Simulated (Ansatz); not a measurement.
`C[S][GeH2][Cl]` and `C[S][GeH2][CH3]` differ in one atom or group.

Ansatz, PBE0-D4/def2-TZVP geometries, multiplicity 1. Each molecule was computed in one conformer, which needn't be the lowest.

Scalar relativity is left out up to krypton.

| property | `C[S][GeH2][Cl]` |
| --- | --- |
| size of the dipole moment (PBE/def2-TZVPP) / D | 1.72 |
| zero-point energy (PBE0-D4/def2-TZVP) / kJ/mol | 148.5 |
| HOMO–LUMO gap (PBE/def2-TZVPP) / eV | 4.60 |
| HOMO–LUMO gap (ωB97M-V/def2-TZVPP) / eV | 10.87 |
| LUMO energy (B3LYP/def2-TZVPP) / eV | -0.75 |
| HOMO energy (PBE/def2-TZVPP) / eV | -6.00 |

**Question.** What does the change do to each property? (Best estimate.)

**Answer.** Ansatz gave: 
```
                                      property  `C[S][GeH2][CH3]`  shift
size of the dipole moment (PBE/def2-TZVPP) / D               1.84   0.12
zero-point energy (PBE0-D4/def2-TZVP) / kJ/mol              240.1   91.6
           HOMO–LUMO gap (PBE/def2-TZVPP) / eV               4.98   0.38
       HOMO–LUMO gap (ωB97M-V/def2-TZVPP) / eV              11.04   0.17
           LUMO energy (B3LYP/def2-TZVPP) / eV               0.22   0.97
             HOMO energy (PBE/def2-TZVPP) / eV              -5.41   0.59
```

With PBE0 the HOMO rises by 0.61 eV and the LUMO rises by 0.96 eV, so the gap widens by about 0.35 eV. PBE moves the HOMO by 0.59 eV and ωB97M-V by 0.60 eV. The zero-point energy changes by 91.6 kJ/mol with +9 modes. Dipoles are sizes alone; their direction can turn.

B3LYP here is the variant with VWN-RPA as its local correlation; programs differ in this.
